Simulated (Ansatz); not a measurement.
Molecule: BiF3, charge 0, multiplicity 1. 
Coordinates optimised at B3LYP-D3(BJ)/def2-TZVP (Ansatz, a quantum-chemistry and plane-wave program):
SMILES: [F][Bi]([F])[F]
```xyz
4

Bi     0.0004    -0.0017     0.2538
F     -1.3717    -1.0299    -0.7847
F     -0.2126     1.7093    -0.7687
F      1.5802    -0.6640    -0.7875
```
Charge 0, spin multiplicity 1.

Property: vertical triplet-singlet gap (E(triplet) - E(singlet); each state is the SCF solution reached for its spin; the molecule has degenerate orbitals, so one determinant may break the symmetry; for the triplet the Hartree-Fock reference is unstable and T1 is 0.025), in eV. Correlated levels leave the core frozen unless marked. Open shells are spin-unrestricted. Spin-orbit coupling is left out. Frozen are the shells of the preceding noble gas and the d and f shells that filled before the atom's block. In def2 rows, elements after Kr have scalar-relativistic effective core potentials. CBS marks a two-point X^-3 extrapolation of the correlation energy; Hartree-Fock from the larger set.

| level | program | vertical triplet-singlet gap (eV) |
|---|---|---|
| HF/def2-TZVPPD | Ansatz | 6.07 |
| HF/def2-QZVPPD | Ansatz | 6.08 |
| PBE/def2-TZVPD | Ansatz | 5.81 |
| r2SCAN/def2-TZVPD | Ansatz | 5.93 |
| PBE0/def2-TZVPD | Ansatz | 6.06 |
| BHLYP/def2-TZVPD | Ansatz | 6.33 |
| CAM-B3LYP/def2-TZVPD | Ansatz | 6.25 |
| wB97M-V/def2-TZVPD | Ansatz | 6.24 |
| B2PLYP/def2-TZVPD | Ansatz | 6.28 |
| RI-MP2/def2-TZVPPD | Ansatz | 7.18 |
| RI-MP2/def2-QZVPPD | Ansatz | 7.22 |
| RI-MP2/CBS(def2-TZVPPD,def2-QZVPPD) | Ansatz | 7.24 |
| CCSD/def2-SVPD | Ansatz | 6.37 |
| CCSD(T)/def2-SVPD | Ansatz | 6.30 |
